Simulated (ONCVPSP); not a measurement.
## nitrogen: excitation energies, all-electron against ONCV

* Element: N
* Generator: ONCVPSP 4.0.1
* Type: optimised norm-conserving Vanderbilt (ONCV)
* Functional: PBE
* Relativity: scalar-relativistic
* Frozen core: [He]
* Valence charge: 5
* Reference configuration: 2s2 2p3
* Partial waves: 2s: rc 1.00 bohr, ncon 3, nbas 6, qcut 8.4 1/bohr, 2 projectors, debl 1.4 Ha; 2p: rc 1.55 bohr, ncon 3, nbas 7, qcut 7.3 1/bohr, 2 projectors, debl 1.8 Ha; d scattering state at 0.31 Ha: rc 1.25 bohr, ncon 4, nbas 7, qcut 7.4 1/bohr, 2 projectors, debl 1.3 Ha
* Local potential: polynomial inside 0.95 bohr (lpopt 4, dvloc0 0 Ha)
* Core correction: polynomial model core, fcfact 0.55

Energies are relative to the spin-unpolarised reference configuration 2s2 2p3; without spin polarisation the order of configurations can differ from experiment.

```json
{"valence configuration": "2s2 2p1", "charge": "+2", "ΔE all-electron (eV)": "42.445", "error AE − PS (meV)": "+233"}
{"valence configuration": "2s2 2p2.5", "charge": "+0.5", "ΔE all-electron (eV)": "5.093", "error AE − PS (meV)": "+3.7"}
```

Problem. What are ΔE and the potential's error for 2s2 2p0?

Solution. ΔE = 89.527 eV all-electron; the error (AE − PS) is +955 meV.

Problem. What are ΔE and the potential's error for 2s2 2p2?

Solution. ΔE = 13.591 eV all-electron; the error (AE − PS) is +26 meV.

Levels in the configuration 2s2 2p0:

| level | all-electron (eV) | pseudo (eV) |
| --- | --- | --- |
| 2s | -68.125 | -67.580 |
